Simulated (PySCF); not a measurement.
## Spinor energies of Br (bromine, neutral)

Start: [Ar] 3d10 4s2 4p5; 4p1/2 filled at m_j = -1/2, +1/2; 4p3/2 filled at m_j = -1/2, +1/2, +3/2. Calculated with PySCF 2.14 in x2c-TZVPall-2c with one added diffuse shell each of s, p, d type (7s8p5d1f, 63 functions): generalised Hartree-Fock with the X2C-1e Hamiltonian and a Gaussian nucleus; one run each with spin-orbit coupling (SO) switched off, then screened by Boettger's factors.

```
spinor shell  electrons  ε, spin-free (eV)  ε, screened SO (eV)  weight of nominal j (screened SO)  rms radius, screened SO (bohr)
       1s1/2          2           -13557.5             -13557.1                              1.000                          0.0492
       2s1/2          2            -1825.9              -1825.7                              1.000                           0.205
       2p1/2          2            -1605.1              -1637.7                              1.000                           0.180
       3s1/2          2            -277.47              -277.39                              1.000                           0.588
       3p1/2          2            -205.39              -210.36                              1.000                           0.600
       3p3/2          4            -205.39              -202.92                              1.000                           0.611
       3d3/2          4            -85.850              -86.494                              0.996                           0.649
       3d5/2          6            -85.850              -85.316                              0.997                           0.652
       4s1/2          2            -27.788              -27.760                              1.000                            1.83
       4p1/2          2            -12.445              -12.965                              0.749                            2.25
       4p3/2          3            -12.445              -12.127                              0.832                            2.30
```

Question: Where does 2p3/2 lie, and what is the 2p spin-orbit splitting (screened SO)?

Answer: At -1589.5 eV, 48.234 eV above 2p1/2.

| quantity | spin-free | screened SO |
| --- | --- | --- |
| E (hartree) | -2604.33869 | -2604.48372 |
| M_J | 3/2 | 3/2 |
| ⟨J²⟩ | 3.762 | 3.762 |
| ⟨L²⟩ | 2.008 | 2.012 |
| ⟨S²⟩ | 0.754 | 0.757 |

Each row is a mean over spinors that exchange with the open shell spreads, by up to 2.915 eV (4s1/2).

Rows whose weight is well below 1 are mixtures of j = l ± 1/2: exchange outweighs spin-orbit coupling there, and the label is only the starting occupation.

Without spin-orbit coupling the j labels of p, d and f shells carry no meaning; the spin-free column gives the mean over the occupied spinors of each nl shell.
